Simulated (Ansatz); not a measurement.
Gas-phase reaction R1 → P1 + P2, each structure at its B3LYP-D3(BJ)/def2-TZVP stationary point, reached from a drawn start (curvature not checked).
R1, C2H4 (SMILES C=C) (charge 0, multiplicity 1):
```xyz
6

C     -0.66113    -0.03925    -0.00467
C      0.66113     0.03925     0.00467
H     -1.28478     0.83545     0.13534
H     -1.17489    -0.98147    -0.15270
H      1.28478    -0.83545    -0.13534
H      1.17489     0.98147     0.15270
```
P1: C atom, charge 0, multiplicity 3.
P2: CH4 (SMILES C), charge 0, multiplicity 1.

P less R. No zero-point or thermal terms; singlets are restricted closed shells; open shells are unrestricted; no spin–orbit coupling.

Frozen-core correlation throughout.

Run with Ansatz (a quantum-chemistry and plane-wave program) with Gaussian orbitals. Each number belongs to the level named beside it.

Question: What reaction energy does CCSD(T)/cc-pVTZ give?

Answer: 577 kJ/mol

Question: Predict the reaction energy from SCS-MP2/cc-pVTZ.

Answer: 588 kJ/mol

Question: Predict the reaction energy from CCSD/cc-pVQZ.

Answer: 571 kJ/mol
